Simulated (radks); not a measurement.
Values are calculated unless marked as measured or tabulated.
These are the eigenvalues of the occupied orbitals of an atom or ion with whole-number occupations (Ry). Code: a radial shooting solver on a logarithmic mesh with Libxc functionals. Model: Dirac Kohn-Sham, relativistic LDA (MacDonald-Vosko exchange, VWN5 correlation), spin-unpolarised, spherical densities, finite nucleus; Fermi nuclear charge, rms radius of each element as measured or else 0.836 A^(1/3) + 0.57 fm.

| orbital | eigenvalue |
|---|---|
| 1s1/2 | -322.8543 |
| 2s1/2 | -35.91116 |
| 2p1/2 | -29.93899 |
| 2p3/2 | -29.59907 |
| 3s1/2 | -5.04576 |
| 3p1/2 | -3.49724 |
| 3p3/2 | -3.45700 |
| 3d3/2 | -1.14500 |
| 4s1/2 | -0.85803 |

Which element is it, and in what charge state? The configuration may be excited.

Answer. Z = 21, scandium, charge +1: Sc+ in [Ne] 3s2 3p(1/2: 2, 3/2: 3) 3d(3/2: 1, 5/2: 0) 4s2. The list shows which subshells hold electrons but not how many an open one holds; the 1s level, -161.43 hartree, gives Z - s = 18.0 by -(Z - s)^2/2, which with screening and relativity narrows Z to a few neighbours, and the depths of the outer levels then fix element, charge and occupations together.
